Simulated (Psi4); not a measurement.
Psi4 input (wB97X-D/6-31G*):

```
memory 1500 MB

molecule {
0 2
O    -0.07973000   -0.05152400    0.00435300
B    -1.17086600   -0.76812000   -0.00146900
H    -1.82319300   -1.02611800    0.96610300
B     1.05362500    0.66875400   -0.12661300
H     0.95342100    1.83703400   -0.33284300
H     2.09382400    0.09810100   -0.02767300
symmetry c1
no_reorient
no_com
}

set {
  basis 6-31G*
  reference uks
  scf_type pk
  dft_radial_points 99
  dft_spherical_points 590
  e_convergence 1e-8
  d_convergence 1e-7
  maxiter 150
}

e = energy('wb97x-d')
print_out(f'\nFINAL {e:.10f} DIPOLE {variable("CURRENT DIPOLE")[0]:.6f} {variable("CURRENT DIPOLE")[1]:.6f} {variable("CURRENT DIPOLE")[2]:.6f}\n')
```

From the output:

```
  HONO-1 :   10  A 1.9989642
  HONO-0 :   11  A 1.0000000
  LUNO+0 :   12  A 0.0010358
  LUNO+1 :   13  A 0.0005877
  LUNO+2 :   14  A 0.0000879
  LUNO+3 :   15  A 0.0000641

Computation Completed

Properties will be evaluated at   0.000000,   0.000000,   0.000000 [a0]

Properties computed using the SCF density matrix

 Multipole Moments:

 ------------------------------------------------------------------------------------
     Multipole            Electronic (a.u.)      Nuclear  (a.u.)        Total (a.u.)
 ------------------------------------------------------------------------------------

 L = 1.  Multiply by 2.5417464519 to convert [e a0] to [Debye]
 Dipole X            :          0.0842831            0.0000132            0.0842963
 Dipole Y            :          0.0765811           -0.0000094            0.0765717
 Dipole Z            :          0.1213138            0.0000019            0.1213157
 Magnitude           :                                                    0.1663929

 ------------------------------------------------------------------------------------

FINAL -126.6640429078 DIPOLE 0.084296 0.076572 0.121316

*** Psi4 exiting successfully. Buy a developer a beer!
```

The geometry given is a B3LYP-D3(BJ)/def2-TZVP minimum.
